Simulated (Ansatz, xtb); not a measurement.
CH6F3GeNSi: which of two isomers lies lower

Structure I: `N[SiH]([GeH3])C(F)(F)F`, a singlet. Structure II: `N[SiH2][GeH2][C](F)(F)F`, a singlet. Both are isolated molecules in the gas phase, relaxed with r2SCAN-D4/def2-SVP; the shapes shown needn't be the lowest conformers.

I (Å):

```xyz
13

C     0.8809    0.4985    1.4675
F     2.0885   -0.0375    1.1768
F     0.6506    0.2678    2.7804
F     1.0050    1.8424    1.3247
Ge    0.0493    0.5131   -1.8707
N    -2.0938    0.3460    0.7240
Si   -0.5138   -0.2084    0.3190
H    -2.3776    1.2959    0.5053
H    -2.5636    0.0072    1.5585
H    -0.4489   -1.6831    0.5257
H     1.5543    0.3661   -2.1282
H    -0.7201   -0.2879   -2.9308
H    -0.3295    1.9955   -2.0217
```

II (Å):

```xyz
13

C    -0.8136    1.3283   -0.0353
F    -0.7905    2.6753   -0.1364
F    -1.8990    0.8985   -0.7011
F     0.2717    0.8749   -0.7204
Ge   -0.7313    0.7434    1.8802
N     2.6649    0.9557    1.5022
Si    1.4257    1.5027    2.5874
H     2.5460    1.1678    0.5137
H     2.9812   -0.0057    1.6012
H     1.7324    0.9823    3.9514
H     1.3798    2.9943    2.5997
H    -1.9865    1.3324    2.5426
H    -0.8622   -0.7875    1.8212
```

Estimate which is lower in electronic energy at CCSD(T)/def2-SVP + ΔMP2/def2-TZVPP, and by roughly how much.

The CCSD(T)/def2-SVP + ΔMP2/def2-TZVPP calculation puts structure I lower, by 0.162 eV.

Level by level:

```tsv
level	geometry	E(II) − E(I) (eV)	departure from the last row (eV)	job, with rough time for the two
r2SCAN-D4/def2-SVP	r2SCAN-D4/def2-SVP	+0.139	−0.024	optimisation, 3.5 min
HF/def2-SVP	r2SCAN-D4/def2-SVP	+0.212	+0.050	part of the CCSD(T) run
MP2/def2-SVP	r2SCAN-D4/def2-SVP	+0.179	+0.017	part of the CCSD(T) run
CCSD(T)/def2-SVP	r2SCAN-D4/def2-SVP	+0.176	+0.013	single point
CCSD(T)/def2-SVP + ΔMP2/def2-TZVPP	r2SCAN-D4/def2-SVP	+0.162		single point, 4.2 min
```

As drawn, II has 1 C–Ge, 1 Si–H in place of 1 C–Si, 1 Ge–H.

The levels shown agree on the order. The largest departure from CCSD(T)/def2-SVP + ΔMP2/def2-TZVPP is that of HF/def2-SVP, 0.050 eV. No reliable frequencies are at hand for I, so it isn't confirmed as a minimum. Levels run at GFN2-xTB geometries aren't shown. The last row adds to CCSD(T) the change of the MP2 difference between the two basis sets, here −0.013 eV.

The correlated steps freeze 19 core orbitals; the filled d shell of Ge is correlated, in a basis made for valence electrons. Codes used: Ansatz 0.2.0, xtb 6.7.1; the last row on 2 threads of Arm Neoverse V1 on a shared host.
